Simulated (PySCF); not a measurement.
**SMILES C(c1n(C)c(F)cc1)=O, C6H6FNO**

Molfile (atoms numbered from 1):
```
C6H6FNO
     RDKit          3D

 15 15  0  0  0  0  0  0  0  0999 V2000
   -1.0126    1.5763   -0.1016 C   0  0  0  0  0  0  0  0  0  0  0  0
    0.0073    0.5649   -0.0400 N   0  0  0  0  0  0  0  0  0  0  0  0
    1.3330    0.7702   -0.0546 C   0  0  0  0  0  0  0  0  0  0  0  0
    1.8111    2.0122   -0.1361 F   0  0  0  0  0  0  0  0  0  0  0  0
    2.0244   -0.4185    0.0222 C   0  0  0  0  0  0  0  0  0  0  0  0
    1.0482   -1.4125    0.0877 C   0  0  0  0  0  0  0  0  0  0  0  0
   -0.1985   -0.7962    0.0490 C   0  0  0  0  0  0  0  0  0  0  0  0
   -1.4946   -1.4135    0.0928 C   0  0  0  0  0  0  0  0  0  0  0  0
   -2.5669   -0.8497    0.0593 O   0  0  0  0  0  0  0  0  0  0  0  0
   -1.6481    1.4138   -0.9728 H   0  0  0  0  0  0  0  0  0  0  0  0
   -1.6426    1.5259    0.7872 H   0  0  0  0  0  0  0  0  0  0  0  0
   -0.5416    2.5560   -0.1655 H   0  0  0  0  0  0  0  0  0  0  0  0
    3.0880   -0.5358    0.0295 H   0  0  0  0  0  0  0  0  0  0  0  0
    1.2187   -2.4682    0.1564 H   0  0  0  0  0  0  0  0  0  0  0  0
   -1.4303   -2.5169    0.1648 H   0  0  0  0  0  0  0  0  0  0  0  0
  1  2  1  0
  2  3  1  0
  3  4  1  0
  3  5  2  0
  5  6  1  0
  6  7  2  0
  7  8  1  0
  8  9  2  0
  7  2  1  0
  1 10  1  0
  1 11  1  0
  1 12  1  0
  5 13  1  0
  6 14  1  0
  8 15  1  0
M  END
```

Method used: TDDFT B3LYP/aug-cc-pVDZ excited states, vertical, gas phase (PySCF). Geometry: GFN2-xTB.

Give the one- and two-photon strengths of the lowest singlets.

δ for parallel linear polarisation; σ at the peak of a Lorentzian of half width 0.1 eV, single beam; Ω is circular over linear.
| state | E (eV) | f | photon λ (nm) | δ (au) | σ (GM) | Ω | main |
| --- | --- | --- | --- | --- | --- | --- | --- |
| S1 | 4.00 | 0.000 | 620 | <0.1 | 0.00 | – | HOMO−1→LUMO 0.98 |
| S2 | 4.90 | 0.330 | 506 | 219 | 1.92 | 0.79 | HOMO→LUMO 0.90 |
| S3 | 5.33 | 0.068 | 465 | 8.26 | 0.09 | 1.49 | HOMO−2→LUMO 0.90 |
| S4 | 5.42 | 0.000 | 458 | 45.7 | 0.49 | 1.50 | HOMO→LUMO+1 0.98 |
| S5 | 5.80 | 0.002 | 428 | 8.93 | 0.11 | 1.50 | HOMO→LUMO+2 0.98 |

Among these, the strongest one-photon state is S2, the strongest two-photon state S2, with a dipole change of 2.2 D (relaxed, norm of the difference vector).
